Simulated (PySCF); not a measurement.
TDDFT excited states: BH6NSSi

Species: BH6NSSi.
Cartesian coordinates in Å at the PBE0-D3(BJ)/def2-SVP level; atoms count from 1:
```xyz
10
BH6NSSi angstrom
N      2.350   -0.003   -0.158
B      0.970    0.172   -0.153
S     -0.070   -0.863    0.939
Si    -1.995   -0.095    0.378
H      2.832   -0.685    0.413
H      2.960    0.551   -0.744
H      0.471    1.008   -0.871
H     -2.998   -0.837    1.195
H     -2.105    1.366    0.666
H     -2.273   -0.323   -1.071
```

Method used: TDDFT wB97X-D/def2-SVPD, vertical, gas phase, core orbitals frozen in the response in PySCF.

```json
{"state": "S1", "E (eV)": "6.26", "E (kJ/mol)": "604", "λ (nm)": "198.1", "f": "0.010", "|μ| (D)": "0.65", "main configurations (H = HOMO, L = LUMO)": "H→L (74%), H→L+2 (13%)"}
{"state": "S2", "E (eV)": "6.36", "E (kJ/mol)": "614", "λ (nm)": "195.0", "f": "0.152", "|μ| (D)": "2.51", "main configurations (H = HOMO, L = LUMO)": "H→L+1 (95%)"}
{"state": "S3", "E (eV)": "6.97", "E (kJ/mol)": "673", "λ (nm)": "177.9", "f": "0.0001", "|μ| (D)": "0.05", "main configurations (H = HOMO, L = LUMO)": "H→L+2 (55%), H→L (12%), H→L+5 (11%)"}
{"state": "S4", "E (eV)": "7.15", "E (kJ/mol)": "689", "λ (nm)": "173.5", "f": "0.0007", "|μ| (D)": "0.16", "main configurations (H = HOMO, L = LUMO)": "H-1→L+1 (93%)"}
{"state": "S5", "E (eV)": "7.27", "E (kJ/mol)": "702", "λ (nm)": "170.5", "f": "0.024", "|μ| (D)": "0.94", "main configurations (H = HOMO, L = LUMO)": "H→L+3 (70%), H-2→L (9%)"}
{"state": "S6", "E (eV)": "7.73", "E (kJ/mol)": "746", "λ (nm)": "160.3", "f": "0.088", "|μ| (D)": "1.73", "main configurations (H = HOMO, L = LUMO)": "H-1→L (48%), H→L+5 (16%), H-1→L+2 (9%)"}
{"state": "S7", "E (eV)": "7.75", "E (kJ/mol)": "748", "λ (nm)": "160.0", "f": "0.040", "|μ| (D)": "1.17", "main configurations (H = HOMO, L = LUMO)": "H→L+5 (35%), H→L+4 (21%), H-1→L (20%)"}
{"state": "S8", "E (eV)": "7.89", "E (kJ/mol)": "761", "λ (nm)": "157.1", "f": "0.019", "|μ| (D)": "0.80", "main configurations (H = HOMO, L = LUMO)": "H→L+4 (58%), H→L+5 (26%)"}
{"state": "S9", "E (eV)": "8.14", "E (kJ/mol)": "785", "λ (nm)": "152.3", "f": "0.029", "|μ| (D)": "0.97", "main configurations (H = HOMO, L = LUMO)": "H→L+8 (55%), H-2→L+1 (12%), H-1→L+2 (11%)"}
{"state": "S10", "E (eV)": "8.18", "E (kJ/mol)": "790", "λ (nm)": "151.5", "f": "0.0046", "|μ| (D)": "0.39", "main configurations (H = HOMO, L = LUMO)": "H→L+7 (60%), H-2→L (8%)"}
```

Triplets, Tamm–Dancoff:

```csv
state,E (eV),λ (nm),"main configurations (H = HOMO, L = LUMO)"
T1,5.56,223.0,H→L+1 (93%)
T2,5.98,207.4,"H→L (64%), H→L+2 (20%)"
T3,6.78,182.8,H-1→L+1 (78%)
T4,6.84,181.2,"H→L+2 (43%), H→L (17%), H→L+5 (12%)"
```

The lowest singlet lies at 6.26 eV (198 nm, vacuum ultraviolet) and is weak; its leading configuration is HOMO→LUMO (74%). The strongest level in the table is S2 at 6.36 eV (195 nm, f = 0.152). Löwdin shares by element: HOMO sulfur 60%, nitrogen 15%, silicon 9%, boron 8%; LUMO boron 32%, sulfur 24%, silicon 14%, hydrogen 7% or more (atoms not listed hold the other 22%). Orbital energies (eV): HOMO-3 -11.45, HOMO-2 -11.14, HOMO-1 -10.34, HOMO -9.04, LUMO 1.57, LUMO+1 1.78, LUMO+2 1.97. The oscillator strengths of these states sum to 0.368; summed over the whole spectrum of an exact calculation they would give the number of electrons, 48 (Thomas–Reiche–Kuhn). Weighted by f, the mean energy of these states is 7.14 eV. All these states lie below the vertical ionisation energy of 9.34 eV (ΔSCF). Singlets were solved by full linear response, triplets in the Tamm–Dancoff approximation.

One conformer stands for the species.
